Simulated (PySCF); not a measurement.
**Fractional electron number in Ni⁺ (nickel, charge +1)**

The 3d beta orbital of [Ar] 3d9 is emptied in steps (occupation f), with all orbitals relaxed, ending at [Ar] 3d8. All numbers are calculated (PySCF 2.14, no relativity, point nucleus, in def2-SVP). The exact energy is a straight line in f; departures are measured from the line between the end points of the same method.

Q: Among BHandHLYP, wB97X, MN15, which shows the largest delocalisation error (convex curve), and which is closest to linear?

A: Most convex: MN15 (-1.085 eV at f = 0.4); closest to linear: BHandHLYP (-0.592 eV).

```csv
f,BHandHLYP (eV),wB97X (eV),MN15 (eV)
1,0.000,0.000,0.000
0.8,-0.385,-0.435,-0.716
0.6,-0.585,-0.655,-1.080
0.4,-0.592,-0.657,-1.085
0.2,-0.400,-0.438,-0.725
0,0.000,0.000,0.000
```

| method | E(f=0) − E(f=1) (eV) | −ε at f=1 (eV) | −ε at f=0.4 (eV) |
| --- | --- | --- | --- |
| BHandHLYP | 16.871 | 14.498 | 17.327 |
| wB97X | 17.548 | 14.893 | 18.091 |
| MN15 | 18.363 | 13.933 | 19.248 |

Reference removal energy between the ground levels: 18.169 eV (measured; NIST Atomic Spectra Database, ionization energies). The calculation has no spin-orbit coupling. The determinant left behind need not be the lowest term of the ion.
